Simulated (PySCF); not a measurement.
## Working out the excitation energy of Ar²⁺

Ar²⁺ [Ne] 3s2 3p4 (3P) → Ar²⁺ [Ne] 3s2 3p3 4s1 (5S). All numbers are calculated (PySCF 2.14, the non-relativistic Hamiltonian (point nucleus), in aug-cc-pwCVDZ (6s5p3d, 36 functions)). Frozen: nothing. Energies in hartree (1 hartree = 27.21139 eV):

| part | Ar²⁺ (lower) | Ar²⁺ (upper) |
| --- | --- | --- |
| UHF | -525.292063 | -524.523516 |
| MP2 opposite-spin | -0.181267 | -0.172486 |
| MP2 same-spin | -0.072736 | -0.078349 |

**Question.** What does Hartree-Fock give?

**Answer.** (-524.523516) − (-525.292063) = 0.768547 hartree = 20.913 eV.

**Question.** What do MP2 and SCS-MP2 (6/5 opposite-spin, 1/3 same-spin) give?

**Answer.** The opposite-spin parts differ by 0.239 eV and the same-spin parts by -0.153 eV. MP2: 20.913 + (0.239) + (-0.153) = 20.999 eV. SCS-MP2: 20.913 + 1.2 × (0.239) + (-0.153)/3 = 21.149 eV.

A double-zeta basis recovers only part of the correlation energy.
